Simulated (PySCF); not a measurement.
FH6NSi2.

```xyz
10

Si     1.0613    -0.4038    -0.6400
F      1.9270    -0.2352     0.7581
Si    -1.0526     0.5952    -0.2888
N     -1.9612    -0.0614     1.0619
H      0.9302    -1.8829    -0.9106
H      1.8648     0.2082    -1.7604
H     -1.8687     0.4119    -1.5433
H     -0.8513     2.0644    -0.0283
H     -2.2424    -1.0447     0.9962
H     -1.5692     0.1091     1.9936
```
Charge 0, spin multiplicity 1.

The structure is a stationary point at PBE-D3(BJ)/def2-SVP. The structure was generated by enumeration, and PubChem lists no compound with its InChIKey, so it may never have been made. One conformer was computed; it need not be the lowest.

All values below come from PBE/pcSseg-1 (PySCF). Non-relativistic, no solvent.

Computed absolute GIAO shielding of each atom: isotropic value and principal components (ppm):
```csv
atom,σ(iso),σ11,σ22,σ33,span
Si1,325.6,237.0,298.0,441.9,205.0
F2,428.4,387.8,420.9,476.4,88.6
Si3,380.9,325.2,364.5,453.1,127.9
N4,263.9,227.0,249.7,314.9,87.9
H5,25.4,22.3,24.5,29.4,7.1
H6,25.4,22.5,24.4,29.3,6.8
H7,26.2,22.8,25.3,30.4,7.5
H8,25.9,22.3,25.0,30.3,7.9
H9,31.5,24.3,27.9,42.4,18.2
H10,31.1,23.9,27.7,41.8,17.9
```
